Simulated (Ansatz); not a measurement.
A single point on `C[SiH](O)[Si](O)(F)F`.

```yaml
crystal:
  periodic: [false, false, false]
  atoms:
    - {symbol: C, position_ang: [-0.246281, -0.018061, -2.107866]}
    - {symbol: Si, position_ang: [0.409129, -0.609020, -0.475575]}
    - {symbol: O, position_ang: [-0.395075, -1.997585, -0.082438]}
    - {symbol: Si, position_ang: [0.042484, 0.945504, 1.240605]}
    - {symbol: O, position_ang: [0.057811, 0.120793, 2.644723]}
    - {symbol: F, position_ang: [-1.345175, 1.719983, 1.096708]}
    - {symbol: F, position_ang: [1.129470, 2.111663, 1.284447]}
    - {symbol: H, position_ang: [-1.311659, 0.210554, -2.040457]}
    - {symbol: H, position_ang: [0.280880, 0.884071, -2.428493]}
    - {symbol: H, position_ang: [-0.104304, -0.786115, -2.871972]}
    - {symbol: H, position_ang: [1.881181, -0.838658, -0.554352]}
    - {symbol: H, position_ang: [-0.303467, -2.315922, 0.817378]}
    - {symbol: H, position_ang: [-0.094974, 0.572793, 3.477271]}
basis:
  gaussian: {orbitals: def2-QZVPP}
correlation: {method: mp2}
```

```sh
$ ansatz run in.yaml --threads 2 --pin off --events-out ev --progress --plain --max-ram 22528MiB --backend cuda --devices 0, --max-vram 18GiB
```

It prints (some lines left out):

```
Functional definition: HF
3656 factors; integrals over basis functions are off by at most 8.5e-4 eV
mean field evaluation 1: about -26342.3888 eV, gradient 6.3e1 eV
mean field evaluation 2: about -26342.5493 eV, gradient 6.3e1 eV
mean field evaluation 4: about -26349.6970 eV, gradient 4.3e0 eV
mean field evaluation 8: about -26349.7781 eV, gradient 3.3e-1 eV
mean field -26349.77853547 eV, -968.3365006573 hartree, gradient 2.4e-6 eV, S^2 0.000000; 0 other end points of the search recorded, 0 dependent functions left out
15 core orbitals not correlated: weight in the atoms' cores, before any rotation towards them, 1.000 or more for the frozen orbitals, at most 0.000 for the correlated occupied ones
reference -26349.77853547 eV, -968.3365006573 hartree; 22, 22 occupied and 568, 568 virtual orbitals, 3656 factors
second order -40.97174931 eV of doubles, -0.00000000 eV of singles
Total energy: -26390.75028479 eV, -969.8421846730 hartree
```

Hardware: 2 threads of an AMD EPYC 7R13 on a shared host and a share of an NVIDIA H100 80 GB. Wall time 6 s, peak host memory 1.2 GiB.
